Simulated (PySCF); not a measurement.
SMILES CCCC[OH+]C(C)=O (charge +1), singlet, GFN2-xTB optimised geometry.

```
21

C     -0.37     2.84     1.27
C      0.17     1.41     1.26
C     -0.28     0.66     0.00
C      0.26    -0.76     0.00
O     -0.16    -1.42    -1.24
C      0.04    -2.97    -1.51
C      1.36    -3.39    -1.10
O     -0.89    -3.45    -2.02
H     -0.04     3.35     2.16
H     -0.01     3.39     0.40
H     -1.45     2.84     1.25
H     -0.19     0.88     2.14
H      1.26     1.44     1.30
H     -1.37     0.65    -0.03
H      0.09     1.20    -0.88
H      1.35    -0.76     0.00
H     -0.12    -1.32     0.86
H     -1.09    -1.18    -1.45
H      1.45    -3.39    -0.01
H      1.54    -4.40    -1.46
H      2.13    -2.72    -1.50
```

Density from CAM-B3LYP/def2-SVP run with PySCF at that geometry.

Minimum of the electron density along straight lines between bonded atoms, close to the bond critical point (lines longer than 1.1 times the sum of covalent radii, or with two minima, are not listed):

```json
[
 {"bond": "C1–C2", "length / Å": "1.523", "ρ at the minimum / e bohr⁻³": "0.245", "∇²ρ there / e bohr⁻⁵": "-0.57", "position (fraction from the first atom)": "0.49"},
 {"bond": "C2–C3", "length / Å": "1.533", "ρ at the minimum / e bohr⁻³": "0.240", "∇²ρ there / e bohr⁻⁵": "-0.55", "position (fraction from the first atom)": "0.48"},
 {"bond": "C3–C4", "length / Å": "1.518", "ρ at the minimum / e bohr⁻³": "0.251", "∇²ρ there / e bohr⁻⁵": "-0.60", "position (fraction from the first atom)": "0.46"},
 {"bond": "C4–O5", "length / Å": "1.469", "ρ at the minimum / e bohr⁻³": "0.203", "∇²ρ there / e bohr⁻⁵": "?", "position (fraction from the first atom)": "0.33"},
 {"bond": "C6–C7", "length / Å": "1.453", "ρ at the minimum / e bohr⁻³": "0.276", "∇²ρ there / e bohr⁻⁵": "?", "position (fraction from the first atom)": "0.56"},
 {"bond": "C6–O8", "length / Å": "1.160", "ρ at the minimum / e bohr⁻³": "0.460", "∇²ρ there / e bohr⁻⁵": "?", "position (fraction from the first atom)": "0.33"},
 {"bond": "C1–H9", "length / Å": "1.086", "ρ at the minimum / e bohr⁻³": "0.280", "∇²ρ there / e bohr⁻⁵": "-1.06", "position (fraction from the first atom)": "0.64"},
 {"bond": "C1–H10", "length / Å": "1.087", "ρ at the minimum / e bohr⁻³": "0.278", "∇²ρ there / e bohr⁻⁵": "-1.04", "position (fraction from the first atom)": "0.63"},
 {"bond": "C1–H11", "length / Å": "1.087", "ρ at the minimum / e bohr⁻³": "0.278", "∇²ρ there / e bohr⁻⁵": "-1.04", "position (fraction from the first atom)": "0.63"},
 {"bond": "C2–H12", "length / Å": "1.091", "ρ at the minimum / e bohr⁻³": "0.278", "∇²ρ there / e bohr⁻⁵": "-1.03", "position (fraction from the first atom)": "0.63"},
 {"bond": "C2–H13", "length / Å": "1.091", "ρ at the minimum / e bohr⁻³": "0.279", "∇²ρ there / e bohr⁻⁵": "-1.04", "position (fraction from the first atom)": "0.63"},
 {"bond": "C3–H14", "length / Å": "1.093", "ρ at the minimum / e bohr⁻³": "0.276", "∇²ρ there / e bohr⁻⁵": "-1.02", "position (fraction from the first atom)": "0.63"},
 {"bond": "C3–H15", "length / Å": "1.091", "ρ at the minimum / e bohr⁻³": "0.279", "∇²ρ there / e bohr⁻⁵": "-1.05", "position (fraction from the first atom)": "0.64"},
 {"bond": "C4–H16", "length / Å": "1.091", "ρ at the minimum / e bohr⁻³": "0.288", "∇²ρ there / e bohr⁻⁵": "-1.16", "position (fraction from the first atom)": "0.66"},
 {"bond": "C4–H17", "length / Å": "1.094", "ρ at the minimum / e bohr⁻³": "0.286", "∇²ρ there / e bohr⁻⁵": "-1.14", "position (fraction from the first atom)": "0.65"},
 {"bond": "O5–H18", "length / Å": "0.983", "ρ at the minimum / e bohr⁻³": "0.327", "∇²ρ there / e bohr⁻⁵": "-2.44", "position (fraction from the first atom)": "0.83"},
 {"bond": "C7–H19", "length / Å": "1.091", "ρ at the minimum / e bohr⁻³": "0.274", "∇²ρ there / e bohr⁻⁵": "-1.05", "position (fraction from the first atom)": "0.65"},
 {"bond": "C7–H20", "length / Å": "1.090", "ρ at the minimum / e bohr⁻³": "0.278", "∇²ρ there / e bohr⁻⁵": "-1.11", "position (fraction from the first atom)": "0.66"},
 {"bond": "C7–H21", "length / Å": "1.090", "ρ at the minimum / e bohr⁻³": "0.275", "∇²ρ there / e bohr⁻⁵": "-1.06", "position (fraction from the first atom)": "0.65"}
]
```

Q: Some entries are withheld; supply them.

A: 
- C4–O5, ∇²ρ there / e bohr⁻⁵: -0.02
- C6–C7, ∇²ρ there / e bohr⁻⁵: -0.74
- C6–O8, ∇²ρ there / e bohr⁻⁵: 0.81
